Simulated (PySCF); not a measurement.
**ReBr₂, sextet: molecular constants**

All numbers come from PySCF, UB3LYP, basis Re def2-SVP with ECP60, Br def2-SVP (scalar-relativistic core potentials, no spin–orbit coupling, density fitting).

The structure is a minimum.

```xyz
3
charge 0 multiplicity 6, angstrom
Re    0.0000    0.0000    0.0000
Br    0.0000    0.0000    2.4628
Br    0.0000    0.0000   -2.4628
```

- Point group: D∞h
- Bond lengths: Re–Br 2.463 Å (×2)
- Bond angles: Br–Re–Br 180.0°
- Atomisation energy without zero-point energy: 614 kJ/mol
- Principal polarisabilities: 48.6, 48.6, 118.6 bohr³
- Entropy at 298.15 K and 1 bar (electronic part: spin only): 337.5 J/(mol K)
- Highest occupied level (α): -6.81 eV
- Heat capacity Cp at 298.15 K: 60.5 J/(mol K)
- Rotational symmetry number: 2
- Principal quadrupole moments (Buckingham, traceless) about the centre of mass: -11.11, 5.55, 5.55 D Å
- Lowest empty level (β): -4.25 eV
- Zero-point energy: 3.4 kJ/mol
- Spin squared ⟨S²⟩: 8.760
- Rotational constants: 0.01761 cm⁻¹
- Enthalpy at 298.15 K above 0 K: 15.81 kJ/mol
- Dipole moment: 0.00 D

Harmonic modes (masses in u: Re 186.956, Br 78.918):
```tsv
symmetry	ω (cm⁻¹)	IR (km/mol, summed over degenerate members)	type
πu	37	5.0	bend
σg+	220	0.0	stretch
σu+	268	64.9	stretch
```

In D∞h the vibrations span πu + σg+ + σu+. The σg+ mode carries no infrared intensity, as symmetry demands. With a centre of inversion only u modes can be infrared active and only g modes Raman active.

Charges (e):
```json
{"atom": "Re1", "Mulliken": "0.52", "Löwdin": "-0.05", "polar tensor": "1.11", "spin (Mulliken)": "4.70", "Mayer order to Re1": "–"}
{"atom": "Br2,3", "Mulliken": "-0.26", "Löwdin": "0.03", "polar tensor": "-0.55", "spin (Mulliken)": "0.15", "Mayer order to Re1": "1.14"}
```

Mulliken populations on Re1 (electrons outside its core potential): s 2.81, p 6.29, d 5.35, f 0.02.

Formally Re is in oxidation state +2, d5, with 5 unpaired electrons (the high-spin count). The Mulliken spin on Re is 4.70. The polar-tensor charge on Re, 1.11, is far below the formal one.

This need not be the most stable arrangement of these atoms. Other spin states or occupations of the open shell can lie lower. Spin–orbit coupling, left out here, can matter for elements this heavy.

The final relaxation and frequency run took of the order of 2.7 core-minutes on a shared host.
